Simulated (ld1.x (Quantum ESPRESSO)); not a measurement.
**Hf (Z = 72), TM: configuration errors across variants**

Hf (Z = 72), norm-conserving Troullier–Martins (Kleinman–Bylander form), made with ld1.x (Quantum ESPRESSO) 7.5 (PBEsol, scalar-relativistic). Core [Kr] 4d10 4f14 5s2, reference 5p6 5d3 6s1 6p0. Waves: 6s (bound): rc 2.20 bohr; 5d (bound): rc 2.40 bohr; 5p (bound): rc 1.65 bohr. Local part: the p channel. Core correction: none.

All-electron excitation energies from the reference (eV): (1) 5p6 5d2 6s2 6p0 -2.595; (2) 5p6 5d2 6s1 6p0 5.414; (3) 5p6 5d2 6s0 6p0 19.576; (4) 5p6 5d2.5 6s1.5 6p0 -1.340; (5) 5p6 5d2 6s1 6p1 1.268; (6) 5p6 5d2 6s0 6p2 5.325; (7) 5p5 5d2 6s2 6p0 38.463.

Tests that are not counted but printed errors over 1 eV. “wave 5p (bound): rc 1.65 bohr becomes 5p (bound): rc 1.20 bohr”: 5p6 5d2 6s1 6p1 (solver errors, printed error -716 eV); 5p5 5d2 6s2 6p0 (solver errors, printed error -64.0 eV). “wave 5p (bound): rc 1.65 bohr becomes 5p (bound): rc 1.34 bohr”: 5p5 5d2 6s2 6p0 (solver errors, printed error -64.0 eV); 5p6 5d2 6s2 6p0 (solver errors, printed error -57.2 eV); 2 more.

A true bound ghost makes a file unfit for plane-wave use even where its test errors are small: the radial tests pick states by their node count and pass the ghost by. Where a test does run into it, the solver fails or the error is huge.

Errors AE − PS in meV (a dash: test not solved or not reliable):

```csv
change,(1),(2),(3),(4),(5),(6),(7),bound ghosts
base,-10,-15,+5.6,-0.7,+32,+90,-514,s
wave 5p (bound): rc 1.65 bohr becomes 5p (bound): rc 1.20 bohr,+83,+267,+5.5,+16,–,+29,–,s
wave 5p (bound): rc 1.65 bohr becomes 5p (bound): rc 1.34 bohr,–,–,+5.5,-19,–,+33,–,s
wave 5p (bound): rc 1.65 bohr becomes 5p (bound): rc 1.60 bohr,-12,–,+5.6,-1.0,+25,+78,-542,s
wave 5p (bound): rc 1.65 bohr becomes 5p (bound): rc 1.88 bohr,-6.0,-8.2,+5.7,0.0,+72,+173,-433,s
wave 5p (bound): rc 1.65 bohr becomes 5p (bound): rc 2.50 bohr,-3.9,-5.1,+6.0,+0.4,+145,+331,-409,s
```

Problem. Give the same row for: wave 5p (bound): rc 1.65 bohr becomes 5p (bound): rc 2.16 bohr.

Solution. -4.1, -5.5, +5.9, +0.3, +130, +298, -410; bound ghosts: s.
